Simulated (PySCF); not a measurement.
F5Te, SMILES F[Te](F)(F)(F)F, multiplicity 2. Geometry: PBE-D3(BJ)/def2-SVP. The isomer is the one that the SMILES or the coordinates give; other isomers of the formula were not compared. The def2 effective core potentials stand for the cores of Te; spin–orbit coupling is left out.

### Question
Give the equilibrium geometry at PBE-D3(BJ)/def2-SVP (PySCF confirms it by a frequency run) as a Z-matrix, and its point group. (Estimate from the structure and the level; the computed values follow.)

### Answer
point group C4v.
```
Te
F 1 1.9043
F 1 1.9607 2 91.24
F 1 1.9607 2 91.24 3 -90.00
F 1 1.9607 2 91.24 4 180.00
F 1 1.9607 2 91.24 4 -90.00
```
Charge 0, spin multiplicity 2.
